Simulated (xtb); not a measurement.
xtb input (GFN2-xTB):

```bash
xtb mol.xyz --gfn 2 --ohess tight --chrg -1 --uhf 0
```
mol.xyz:
```
11

C      2.23394732    -0.35205985     0.48944513
C      1.03797025    -0.03799327     0.28895152
B     -0.45973284     0.20732018    -0.08402629
C     -1.05809410     1.52617514     0.03183486
C     -1.22800572    -1.10000293    -0.55805462
H      3.24295118    -0.50979285     0.73062366
H     -0.46485779     2.40358622     0.34257430
H     -2.05497017     1.70638265    -0.14126278
H     -1.29691111    -1.96039574     0.21890156
H     -0.81302361    -1.59782297    -1.43720388
H     -2.30184692    -0.86336441    -0.76561531
```

Output:

```
           -------------------------------------------------
          |                Calculation Setup                |
           -------------------------------------------------

           -------------------------------------------------
          |                 G F N 2 - x T B                 |
           -------------------------------------------------

        Reference                      10.1021/acs.jctc.8b01176
      * Hamiltonian:
        H0-scaling (s, p, d)           1.850000    2.230000    2.230000
        zeta-weighting                 0.500000
      * Dispersion:
        s8                             2.700000
        a1                             0.520000
        a2                             5.000000
        s9                             5.000000
      * Repulsion:
        kExp                           1.500000    1.000000
        rExp                           1.000000
      * Coulomb:
        alpha                          2.000000
        third order                    shell-resolved
        anisotropic                    true
        a3                             3.000000
        a5                             4.000000
        cn-shift                       1.200000
        cn-exp                         4.000000
        max-rad                        5.000000

          ...................................................
          :                      SETUP                      :
          :.................................................:
          :  # basis functions                  26          :
          :  # atomic orbitals                  26          :
          :  # shells                           16          :
          :  # electrons                        26          :
          :  max. iterations                   250          :
          :  Hamiltonian                  GFN2-xTB          :
          :  restarted?                      false          :
          :  GBSA solvation                  false          :
          :  PC potential                    false          :
          :  electronic temp.          300.0000000     K    :
          :  accuracy                    1.0000000          :
          :  -> integral cutoff          0.2500000E+02      :
          :  -> integral neglect         0.1000000E-07      :
          :  -> SCF convergence          0.1000000E-05 Eh   :
          :  -> wf. convergence          0.1000000E-03 e    :
          :  Broyden damping             0.4000000          :
          :  net charge                         -1          :
          :  unpaired electrons                  0          :
          ...................................................

 iter      E             dE          RMSdq      gap      omega  full diag
   1    -12.9139022 -0.129139E+02  0.861E+00    4.17       0.0  T
   2    -12.9117078  0.219435E-02  0.768E+00    3.53       1.0  T
   3    -13.0942508 -0.182543E+00  0.404E+00    3.63       1.0  T
   4    -13.1212567 -0.270058E-01  0.128E+00    3.17       1.0  T
   5    -13.1430406 -0.217839E-01  0.649E-01    3.13       1.0  T
   6    -13.1435394 -0.498806E-03  0.590E-01    3.20       1.0  T
[...]
     4   6 C        8   1 H                                       1.0940001
     5   6 C        9   1 H                                       1.0960433
     5   6 C       10   1 H                                       1.0960654
     5   6 C       11   1 H                                       1.0933536

 * 3 distinct bonds (by element types)

   Z      Z             #   av. dist./Å        max./Å        min./Å
   1 H    6 C           5     1.0945293     1.0960654     1.0931842
   5 B    6 C           1     1.4387778     1.4387778     1.4387778
   6 C    6 C           1     1.2079332     1.2079332     1.2079332

           -------------------------------------------------
          |               Frequency Printout                |
           -------------------------------------------------
 projected vibrational frequencies (cm⁻¹)
eigval :       -0.00    -0.00    -0.00     0.00     0.00     0.00
eigval :       96.64   135.90   200.53   277.70   417.39   418.03
eigval :      570.58   627.22   654.82   662.01   750.73   802.24
eigval :      845.44   870.82  1072.17  1377.14  1410.00  1543.71
eigval :     1546.97  1559.49  2165.82  2879.01  2897.06  2906.82
eigval :     2916.93  2950.78  3235.52
 reduced masses (amu)
   1:  9.11   2: 10.95   3: 10.28   4: 10.54   5:  9.88   6:  9.97   7:  1.29   8:  9.29
   9:  9.78  10:  7.77  11: 10.85  12:  8.88  13:  2.48  14:  3.52  15:  9.41  16:  2.57
  17:  3.70  18:  5.63  19:  4.18  20:  4.20  21:  9.26  22:  2.94  23:  6.82  24:  1.66
  25:  2.16  26:  5.43  27: 11.06  28:  1.99  29:  1.92  30:  1.53  31:  1.73  32:  1.44
  33:  2.47
 IR intensities (km·mol⁻¹)
   1:  1.78   2: 10.45   3:  5.40   4:  9.71   5:  8.77   6: 13.14   7:  0.25   8:  1.27
   9:  1.14  10:  2.63  11:  2.02  12:  0.64  13:  6.59  14:  5.10  15:  7.23  16:  9.05
  17: 11.20  18:  3.39  19: 15.68  20: 31.09  21: 81.25  22: 12.04  23:102.65  24:  4.82
  25:  8.92  26:  2.52  27:100.92  28:331.58  29:204.10  30:417.13  31: 65.72  32:160.04
  33:110.27
 Raman intensities (Ä⁴*amu⁻¹)
   1:  0.00   2:  0.00   3:  0.00   4:  0.00   5:  0.00   6:  0.00   7:  0.00   8:  0.00
   9:  0.00  10:  0.00  11:  0.00  12:  0.00  13:  0.00  14:  0.00  15:  0.00  16:  0.00
  17:  0.00  18:  0.00  19:  0.00  20:  0.00  21:  0.00  22:  0.00  23:  0.00  24:  0.00
  25:  0.00  26:  0.00  27:  0.00  28:  0.00  29:  0.00  30:  0.00  31:  0.00  32:  0.00
  33:  0.00
 output can be read by thermo (or use thermo option).
 writing <g98.out> molden fake output.
 recommended (thermochemical) frequency scaling factor: 1.0
           -------------------------------------------------
          |             Thermodynamic Functions             |
           -------------------------------------------------

cs  symmetry found (for desy threshold:  0.10E+00) used in thermo

          ...................................................
          :                      SETUP                      :
          :.................................................:
          :  # frequencies                          27      :
          :  # imaginary freq.                       0      :
          :  linear?                             false      :
          :  only rotor calc.                    false      :
          :  symmetry                               cs      :
          :  rotational number                       1      :
          :  scaling factor                  1.0000000      :
          :  rotor cutoff                   50.0000000 cm⁻¹ :
Note: The following floating-point exceptions are signalling: IEEE_UNDERFLOW_FLAG IEEE_DENORMAL
normal termination of xtb
          :  imag. cutoff                  -20.0000000 cm⁻¹ :
          :.................................................:

    mode    ω/cm⁻¹     T·S(HO)/kcal·mol⁻¹    T·S(FR)/kcal·mol⁻¹   T·S(vib)
   ------------------------------------------------------------------------
       1     96.64    -1.04977 ( 93.31%)    -0.86094 (  6.69%)    -1.03714
       2    135.90    -0.85293 ( 98.20%)    -0.76005 (  1.80%)    -0.85126
       3    200.53    -0.63454 ( 99.61%)    -0.64490 (  0.39%)    -0.63458
       4    277.70    -0.46147 ( 99.90%)    -0.54850 (  0.10%)    -0.46156
   ------------------------------------------------------------------------

   temp. (K)  partition function   enthalpy   heat capacity  entropy
                                   cal/mol     cal/K/mol   cal/K/mol   J/K/mol
 298.15  VIB   21.7                 2472.523     17.313     14.361
         ROT  0.996E+05              888.752      2.981     25.852
         INT  0.216E+07             3361.275     20.294     40.213
         TR   0.506E+27             1481.254      4.968     38.412
         TOT                        4842.5289    25.2624    78.6250   328.9672

       T/K    H(0)-H(T)+PV         H(T)/Eh          T*S/Eh         G(T)/Eh
   ------------------------------------------------------------------------
    298.15    0.771706E-02    0.892561E-01    0.373573E-01    0.518988E-01
   ------------------------------------------------------------------------

         :::::::::::::::::::::::::::::::::::::::::::::::::::::
         ::                  THERMODYNAMIC                  ::
         :::::::::::::::::::::::::::::::::::::::::::::::::::::
         :: total free energy         -12.867304120299 Eh   ::
         ::.................................................::
         :: total energy              -12.919202891174 Eh   ::
         :: zero point energy           0.081539002275 Eh   ::
         :: G(RRHO) w/o ZPVE           -0.029640231399 Eh   ::
         :: G(RRHO) contrib.            0.051898770875 Eh   ::
         :::::::::::::::::::::::::::::::::::::::::::::::::::::

optimized geometry written to: xtbopt.xyz

           -------------------------------------------------
          | TOTAL ENERGY              -12.919202891174 Eh   |
          | TOTAL ENTHALPY            -12.829946827874 Eh   |
          | TOTAL FREE ENERGY         -12.867304120299 Eh   |
          | GRADIENT NORM               0.000168227214 Eh/α |
          | HOMO-LUMO GAP               3.417767298937 eV   |
           -------------------------------------------------

------------------------------------------------------------------------
------------------------------------------------------------------------
 total:
 SCF:
 ANC optimizer:
 analytical hessian:
```

It need not be the lowest isomer of its formula. Whether it binds its extra electron was not tested at this geometry.
